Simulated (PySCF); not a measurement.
ZnO and its ions

PBE0; Zn cc-pVDZ-PP with ECP10, O cc-pVDZ; scalar-relativistic core potentials (PySCF 2.14). Neutral (UKS): triplet (σ ↑, π ↑), Re = 1.853 Å, ωe = 537 cm⁻¹, De = 1.29 eV, HOMO -6.47 eV, LUMO -3.30 eV.

ZnO⁺ (UKS): doublet (π ↑), Re = 1.784 Å, ωe = 641 cm⁻¹, De = 1.63 eV to Zn⁺ + O. The energies at the minima are -302.08479 hartree for ZnO and -301.75438 for ZnO⁺.

Work out the adiabatic ionisation energy, without and with harmonic zero-point energies (1 hartree = 27.2114 eV, 1 eV = 8065.5 cm⁻¹), and the change of the bond length.

At PBE0: 0.33041 hartree = 8.991 eV between the minima; the zero-point term (641.0 − 537.0)/2 cm⁻¹ = +0.006 eV makes it 8.997 eV. Re changes by -6.9 pm against the neutral. The electron leaves a σ orbital, and the shorter bond of the ion fits an antibonding orbital, or a change in how ionic the bond is.

For an ion De counts to the pair picked by the measured ionisation energies or electron affinities, which need not be the lowest pair at this level. States were picked by a PBE0 search and need not be the measured ground states.
